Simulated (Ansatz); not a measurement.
Molecule: sum formula CrO$_{2}$F, charge 0, multiplicity 2. The spin state was set by rule; other spins were not relaxed. SMILES of the parent species: [O]=[Cr](=[O])[F]
Geometry from a B3LYP-D3(BJ)/def2-TZVP (Ansatz, a program for electronic structure) optimisation:
```
Cr
O 1 1.5677
O 1 1.5677 2 114.66
F 1 1.7350 2 121.07 3 160.00
```
Charge 0, spin multiplicity 2.

Wanted: atomisation energy (electronic, to ground-state atoms), in kcal/mol. Cores are frozen in the correlated levels unless marked. UHF or UKS for open shells. Spin-orbit coupling is left out. The frozen core is the preceding noble-gas configuration, with the filled d and f shells of earlier blocks. No relativistic terms.  The program attaches cautions to a run behind SCS-MP2/def2-SVP: large difference. The program attaches cautions to a run behind CCSD(T)/def2-SVPD: large difference.

| level | program | atomisation energy (kcal/mol) |
|---|---|---|
| SVWN5/def2-TZVPD | Ansatz | 461.0 |
| BLYP-D3(BJ)/def2-TZVPD | Ansatz + dftd3 | 390.4 |
| PBE0-D3(BJ)/def2-TZVP | Ansatz + dftd3 | 311.9 |
| B2PLYP/def2-TZVPD | Ansatz | 324.4 |
| SCS-MP2/def2-SVP | Ansatz | 222.4 |
| CCSD(T)/def2-SVPD | Ansatz | 304.3 |

The UHF reference is spin-contaminated (<S^2> 1.71 over the pure value in the largest basis). The T1 diagnostic of CCSD in the largest basis is 0.123, which is high, so the coupled-cluster rows are less sure than usual.
